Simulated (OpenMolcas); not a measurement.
A run on Fe4+ with 4 ligands (chloride) in tetrahedral coordination (Td) at 2.29 Å. Ligand basis ANO-RCC-VDZP.

| Property | Result |
| --- | --- |
| Program | OpenMolcas 26.06 |
| Method | SS-CASPT2, IPEA 0.25 Eh, imaginary shift 0.1 Eh (closed shells correlated: 3s 3p and the ligand valence shells) |
| Basis | ANO-RCC-VTZP [6s5p3d2f1g] |
| Scalar Hamiltonian | DKH2, point nucleus |
| Active space | 4 electrons in 5 orbitals (3d) |
| State averaging | 2S+1 = 5 even, 5 roots; 2S+1 = 3 even, 45 roots; 2S+1 = 1 even, 50 roots |
| Spin-orbit coupling | state interaction with AMFI integrals over the reference wave functions |

First CASPT2 step and the start of its output:

```
&CASPT2
Multistate=5 1 2 3 4 5
NoMult
Frozen=25
IPEA=0.25
Imaginary=0.1
MaxIter=60
WThr=0.0 0.3 0.05
PrWF=0.5
NoMix
```

```
--- CASPT2 ---
Orbital specifications:
      -----------------------

      Symmetry species                           1
                                                 a
      Frozen orbitals                           25
      Inactive orbitals                         20
      Active orbitals                            5
      Secondary orbitals                        81
      Deleted orbitals                           0
      Number of basis functions                131
Type of calculation                        SS-CASPT2
      Fock operator                              state-specific
      IPEA shift                                 0.25
      Real shift                                 0.00
      Imaginary shift                            0.10
      The input orbitals will be transformed to quasi-canonical
Reference energy:       -3114.9510737978
      E2 (Non-variational):      -1.4147726790
      Shift correction:          -0.0213539998
      E2 (Variational):          -1.4361266788
      Total energy:           -3116.3872004766
      Residual norm:              0.0000007543
      Reference weight:           0.50190
      Contributions to the CASPT2 correlation energy
      Active & Virtual Only:         -0.0352500780
      One Inactive Excited:          -0.3303227848
      Two Inactive Excited:          -1.0491998163
Reference energy:       -3114.9510737973
      E2 (Non-variational):      -1.4145093166
      Shift correction:          -0.0214118894
      E2 (Variational):          -1.4359212060
      Total energy:           -3116.3869950033
      Residual norm:              0.0000007927
      Reference weight:           0.50179
      Contributions to the CASPT2 correlation energy
      Active & Virtual Only:         -0.0352519718
...
```

Over all roots the printed reference weights run from 0.14 to 0.59, and roots that are degenerate in the reference spread by up to 25000 cm-1.

Did the run give usable levels, and if not, why?

No. The equations converged, but the reference weight falls to 0.14 for at least one root against 0.59 for the best. A drop of that size marks an intruder state, so the energies of such roots and the levels built on them can't be trusted.
